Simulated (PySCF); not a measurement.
[5]radialene (C₁₀H₁₀), SMILES C=C1C(=C)C(=C)C(=C)C1=C.

Coordinates come from a PBE0-D3(BJ)/def2-SVP optimisation.

Calculation: PySCF with ωB97X/def2-SVP.

The molecule is in vacuum.

```
Property                                                                                                          Value
---------------------------------------------------------------------------------------------  ------------------------
total energy                                                                                         -386.59976 hartree
point group                                                                                                         D5h
highest occupied level                                                                                         -8.48 eV
lowest empty level                                                                                             -0.14 eV
orbital gap                                                                                                     8.33 eV
dipole moment                                                                                                    0.00 D
quadrupole, principal values (traceless, Buckingham form, about the centre of nuclear charge)    -12.54, 6.27, 6.27 D·Å
mean static polarisability                                                                       107.1 bohr³ (15.88 Å³)
polarisability, principal values                                                               46.2, 137.6, 137.6 bohr³
```
